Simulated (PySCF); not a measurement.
# EPR parameters of C5H8ClO

Species: C₅H₈ClO (doublet state).
Z-matrix (Å and degrees, GFN2-xTB geometry), rows numbered from 1:
```
C 
C   1  1.2892
C   2  1.5215  1  125.24
Cl  3  1.7861  2  108.37  1   113.75
C   3  1.5225  2  111.19  1  -125.91
O   5  1.4043  3  108.62  2   170.32
C   6  1.4045  5  113.07  3   175.50
H   1  1.0643  2  139.59  3    -0.23
H   2  1.0834  1  121.67  3   179.04
H   3  1.0912  2  111.36  1    -3.08
H   5  1.1039  3  108.78  2    50.14
H   5  1.1010  3  110.15  2   -68.27
H   7  1.0969  6  111.21  5   -60.80
H   7  1.0876  6  106.41  5  -179.99
H   7  1.0972  6  111.24  5    60.66
```

The hyperfine couplings belong to this conformer and change with its torsions.

The species is `[H]/[C]=C\[C@@H](Cl)COC` [radical].

The calculation used PySCF 2.14.0, UKS B3LYP, pcH-1 on C Cl H O, non-relativistic, mean-field spin-orbit, GIAO. One conformer (not necessarily the lowest) at the GFN2-xTB geometry, without solvent, vibrations or thermal averaging. The geometry wasn't refined by DFT: couplings that depend on bond lengths, twists or pyramidal angles can differ widely from those at the functional's own minimum. Stability of the SCF solution: not tested.

| Property | Result |
| --- | --- |
| g1, g2, g3 | 2.00207, 2.00255, 2.00299 |
| g_iso | 2.00254 |
| Form of g | rhombic: the two nearest values differ by 48 % of g3 − g1 |
| ⟨S²⟩ | 0.7590 (exact 0.7500) |
| α and β electrons | 32, 31 |
| HOMO–LUMO gap, α and β orbitals | 6.26, 4.87 eV |
| Total energy | -730.67094 Eh |

Isotropic coupling and dipolar principal values T1 to T3, in G; ρ(0) is the spin density at the nucleus (MHz turned into gauss with g_iso; 10 G = 1 mT):

```tsv
atom	isotope	a_iso	of which spin–orbit	T1	T2	T3	Mulliken spin population	ρ(0) (bohr⁻³)
C1	13C	112.7	-0.1	-29.5	-21.6	51.1	1.05	0.2812
C2	13C	-5.2	0.0	-6.9	0.9	5.9	-0.17	-0.0129
C3	13C	35.6	0.0	-2.9	-2.7	5.6	0.07	0.0886
Cl4	35Cl	-0.6	0.0	-0.6	-0.2	0.8	0.00	-0.0040
C5	13C	-0.4	0.0	-0.3	-0.2	0.5	0.00	-0.0009
O6	17O	-1.4	0.0	-0.2	0.1	0.1	0.00	0.0063
C7	13C	0.4	0.0	-0.1	-0.1	0.1	0.00	0.0009
H8	1H	12.0	0.0	-11.7	-2.5	14.2	0.00	0.0075
H9	1H	39.8	0.0	-2.3	-1.9	4.2	0.05	0.0249
H10	1H	-2.0	0.0	-2.1	-0.5	2.7	0.00	-0.0013
H11	1H	-0.1	0.0	-0.6	-0.4	1.0	0.00	-0.0001
H12	1H	0.0	0.0	-0.5	-0.3	0.8	0.00	0.0000
H13	1H	0.0	0.0	-0.1	-0.1	0.2	0.00	0.0000
H14	1H	0.1	0.0	-0.1	-0.1	0.2	0.00	0.0000
H15	1H	0.0	0.0	-0.1	-0.1	0.3	0.00	0.0000
```

The largest Mulliken spin populations are on C1 (+1.05), C2 (-0.17) and C3 (+0.07). C1 is the only atom above +0.15.

Under fast tumbling the dipolar parts average out, and these isotropic splittings remain: 1 × 1H (H9, I = 1/2, 2 lines) with 3.98 mT, 1 × 1H (H8, I = 1/2, 2 lines) with 1.20 mT, 1 × 1H (H10, I = 1/2, 2 lines) with 0.20 mT and 1 × 35Cl (Cl4, I = 3/2, 4 lines) with 0.06 mT.

Main isotope only: 35Cl (natural samples also hold 24 % 37Cl, magnetic too, which adds its own pattern).

The 13C coupling of C1 (315.9 MHz) shows only in satellite lines or after enrichment, since that isotope makes up about 1.07 % of natural carbon.

β density exceeds α density at some nuclei, such as C2 (-0.0129), Cl4 (-0.0040) and H10 (-0.0013), spin density in bohr⁻³. In a single determinant that takes different orbitals for the two spins, that is spin polarisation.
